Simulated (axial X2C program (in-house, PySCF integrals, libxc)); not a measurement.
# Density and ELF of MoC⁺

Computed with an in-house relativistic program for diatomic molecules. Spin-free means the one-electron spin-free X2C Hamiltonian. Basis: Mo dyall-cv3z [11s12p9d5f3g], C dyall-v3z [7s6p2d1f] (cores contracted in-house); Gaussian nuclei, density fitting, unrestricted open shells. Masses: Mo 97.905 u, C 12.000 u.

PBE0, scalar-relativistic, state M_S = 1/2, Λ = 2 (beyond evenly filled blocks: δ+α); Mo at z = 0, C at z = 1.620 Å.

The maps cover the half plane through the axis: z from -2.4 to 3.9 Å along the bond, ρ from 0.15 to 2.25 Å away from it (steps of 0.3 Å, the bottom row nearest the axis).

log10 of the density in e/bohr³:

digits 0 to 9 span -5.26 to 1.66 evenly
```
0001122222222222211100
0111223333333333222110
0122333344444443332210
1223344444444444433211
1233445555555555443221
2234456666666665544321
2334566777666666554322
2334567898766876654322
```

Electron localisation function (collinear form, no current term, damped to 0 at low density):

digits 0 to 9 span 0.00 to 1.00 evenly
```
0000000000000000000000
0000000000012221000000
0000000000124544210000
0000000001136666542000
0000011232247788764100
0000124675347888887300
0001257636657458988510
0001367252664727998620
```

Axial spin density in 10⁻³ e/bohr³:

digits 0 to 9 span -6.96 to 6.96 evenly, values beyond are clipped
```
5555555555555554445555
5555555555555544444455
5555555666555444444445
4455557999755444444444
4445569999964333444444
4444569999952101244444
4444469999930000034444
4444469899900000024444
```

The state is one determinant whose occupation by symmetry is held fixed; it was picked as the lowest of a PBE0 search that is not exhaustive. Other states lie close and PBE0, whose exact exchange favours high spin, may order them wrongly; the determinant shown need not be the ground state. The nearest other spin-free determinant of the search, M_S = 3/2, Λ = 0, lies 0.19 eV up at the distance of the search. The functionals have no current-density term, which raises determinants with orbital currents, atoms included. The determinant is spin-polarised beyond a pure state at some levels (its spin-free form has ⟨S²⟩ too high), which makes Re and μ there less reliable.
